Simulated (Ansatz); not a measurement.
Isomers of ZrAl6⁺ (doublet), relaxed with B3LYP-D4/def2-SVP; total energies from Ansatz at ωB97X-V/def2-TZVP.

```tsv
isomer	description	energy (Eh)
A	point group C2v; 9 × Al–Al 2.57 to 2.78 Å; 4 × Al–Zr 2.78 Å	-1501.08944
B	point group C2v; 11 × Al–Al 2.52 to 2.84 Å; 4 × Al–Zr 2.69 Å	-1501.09256
```

In the def2 sets Zr takes a core potential; there is no spin–orbit coupling.

The isomers come from a short search, and lower ones may exist.

Work out the relative energies (1 Eh = 2625.5 kJ/mol) and the Boltzmann populations at 500 K from electronic energies alone (R = 8.314 J/mol/K).

ΔE: A 8.2, B 0.0 kJ/mol. RT = 4.16 kJ/mol. Factors exp(−ΔE/RT): A 0.139, B 1; sum 1.139. Populations: A 12.2 %, B 87.8 %. Zero-point energy, vibrational entropy and symmetry numbers are left out and can shift these; an error of 4 kJ/mol changes a ratio by a factor of 2.6. Over the other density-functional and correlated levels in def2 sets, the gap between B and A ranges from 9 to 18 kJ/mol.
